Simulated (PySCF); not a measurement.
Delta-SCF ions had no search for a lower state. Excitations are Tamm–Dancoff values on a coarser integration grid. The basis has no diffuse functions, so Rydberg states are missing or too high.

# C3H2F2, SMILES `FC=C=CF` (charge 0, multiplicity 1)

The numbers are results of PBE-D3(BJ)/def2-TZVP (PySCF 2.14.0), not measurements.

```
Property                                                  Value
--------------------------------------  -----------------------
HOMO                                                   -6.94 eV
dipole moment                                            1.62 D
HOMO–LUMO gap                                           5.24 eV
LUMO                                                   -1.70 eV
S1 excitation (TDA)                                     5.34 eV
S1 oscillator strength                                    0.002
vertical ionisation energy (Delta-SCF)                 10.37 eV
total energy                                       -314.9242 Ha
cost                                    roughly 80 core-seconds
```

Bonded distances (Å): F1–C2 1.357, C2–C3 1.307, C2–H6 1.093, C3–C4 1.307, C4–F5 1.357, C4–H7 1.093. Angles (°): F1–C2–C3 122.8, F1–C2–H6 111.8, C3–C2–H6 125.4, C2–C3–C4 176.0, C3–C4–F5 122.8, C3–C4–H7 125.4, F5–C4–H7 111.8.
